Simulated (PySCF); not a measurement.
## Ar³⁺ (argon, charge +3) across methods

[Ne] 3s2 3p3, high-spin 4S determinant. Computed with PySCF 2.14 in aug-cc-pV(5+d)Z, with no relativity, point nucleus.

| method | E (hartree) | mean ε 3s α (eV) | mean ε 3s β (eV) | mean ε 3p α (eV) | Σ⟨r²⟩ (bohr²) | ⟨S²⟩ |
| --- | --- | --- | --- | --- | --- | --- |
| UHF | -523.86594 | -79.842 | -67.425 | -59.217 | 12.10 | 3.751 |
| revPBE | -524.3737 | -67.081 | -62.214 | -51.609 | 12.03 | 3.750 |
| TPSS | -524.4778 | -67.714 | -62.310 | -51.880 | 12.02 | 3.750 |
| PBE0 | -524.2985 | -70.483 | -64.045 | -53.737 | 12.03 | 3.750 |
| PBE | -524.2564 | -67.048 | -62.321 | -51.608 | 12.03 | 3.750 |
| PBEsol | -523.5207 | -66.895 | -62.216 | -51.513 | 12.04 | 3.750 |
| r2SCAN | -524.4243 | -68.647 | -62.336 | -52.380 | 12.03 | 3.750 |

(1) Estimate the same row for LDA.

Answers

(1) E (hartree) = -522.8306; mean ε 3s α (eV) = -66.782; mean ε 3s β (eV) = -62.596; mean ε 3p α (eV) = -51.522; Σ⟨r²⟩ (bohr²) = 12.06; ⟨S²⟩ = 3.750.
